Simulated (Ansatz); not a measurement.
C$_{2}$H$_{5}$ClGe (`C[CH2][Ge][Cl]`). Charge 0, multiplicity 1.

```xyz
9

C    -0.595    0.391    0.619
C     0.582   -0.482    0.231
Ge    1.175   -0.645   -1.665
Cl   -0.364    0.584   -2.637
H    -1.509    0.079    0.109
H    -0.783    0.356    1.696
H    -0.425    1.434    0.345
H     1.497   -0.188    0.766
H     0.422   -1.529    0.535
```

Q: What are the harmonic wavenumbers in cm⁻¹ at PBE0-D4/def2-TZVP (Ansatz, finite differences of forces, unscaled)? (Estimate.)

A: Computed: 27, 152, 207, 303, 390, 505, 534, 915, 964, 1062, 1228, 1244, 1407, 1421, 1484, 1492, 2993, 3027, 3047, 3114, 3132.

Q: Is this a minimum?

A: Yes, all 21 modes are real.

Q: Give the ideal-gas thermochemistry at 298.15 K and 1 bar (rigid rotor, harmonic oscillator; point group C1, symmetry number 1).

A: Zero-point energy 171.4 kJ/mol; H(298) − E = 190.2 kJ/mol; entropy 345.6 J/(mol·K), of which translation 170.2, rotation 113.5, vibration 61.9; G(298) − E = 87.2 kJ/mol. Modes under 100 cm⁻¹ are hindered rotations or soft bends, so the harmonic entropy is rough.

Q: And at 400, 500, 600, 800 and 1000 K?

A: 
```tsv
T (K)	H − E (kJ/mol)	S (J/mol/K)	G − E (kJ/mol)
400	200.0	373.8	50.5
500	211.0	398.3	11.9
600	223.2	420.5	-29.1
800	250.5	459.6	-117.2
1000	280.8	493.4	-212.6
```

Q: Rotational constants (cm⁻¹)?

A: 0.1337, 0.1003, 0.05854.
